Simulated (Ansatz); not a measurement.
def2 core potentials replace the inner electrons of Sb.

Z-matrix (Å, degrees):
```
Sb
O 1 2.0059
H 2 0.9711 1 108.99
O 1 2.0095 2 96.08 3 -15.61
H 4 0.9688 1 111.66 2 -83.98
```
Charge 0, spin multiplicity 2.

Task: Give the total energy, highest occupied spin orbital and dipole moment at the level Ansatz (a program for electronic structure) with CAM-B3LYP-D3(BJ)/def2-TZVP // B3LYP-D3(BJ)/def2-SVP.

Result: 
```yaml
total_energy: -391.9339 Ha
highest_occupied_spin_orbital: -6.93 eV
dipole_moment: 1.50 D
```
